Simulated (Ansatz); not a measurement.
System: GeH₃Se, charge 0, doublet. GeH3Se (SMILES [GeH3][Se], doublet).
B3LYP-D3(BJ)/def2-TZVP minimum from Ansatz (a program for electronic structure):
```xyz
5

Ge    -1.0819     0.3615     0.0908
Se     1.1544    -0.3863    -0.0998
H     -1.3040     1.6233    -0.7588
H     -2.0600    -0.7451    -0.3356
H     -1.2675     0.6875     1.5832
```
Charge 0, spin multiplicity 2.

Quantity: atomisation energy (electronic, to ground-state atoms), in kJ/mol. Open shells are spin-unrestricted; no spin-orbit coupling. Correlated methods leave the cores frozen (noble-gas shells, and filled d and f shells in the p block). No relativity. CBS(X,Y): correlation extrapolated as X^-3, Hartree-Fock from the larger set. A bracket is a step between two methods taken in the basis named. Double hybrids freeze cores in their MP2 part. Where a partner has so few electrons that a lower coupled-cluster level is exact, that level stands in.

CCSD(T)/CBS(cc-pVTZ,cc-pVQZ) + [CCSDT(Q) - CCSD(T)]/cc-pVTZ + [CCSDTQ - CCSDT(Q)]/cc-pVDZ (Ansatz) gives 1150.2 kJ/mol.

What does PBE/def2-TZVPD (Ansatz) give here, and how do the other levels compare?

PBE gives 1136.4 kJ/mol, 13.8 kJ/mol below it. Differences of the others: r2SCAN/def2-TZVPD (Ansatz) 12.2; B3LYP/def2-TZVPD (Ansatz) -14.5; PBE0/def2-TZVPD (Ansatz) -17.4; wB97M-V/def2-TZVPD (Ansatz) -9.2; B2PLYP/def2-TZVPD (Ansatz) -29.3; CCSD(T)/CBS(cc-pVTZ,cc-pVQZ) (Ansatz) -1.2 kJ/mol.
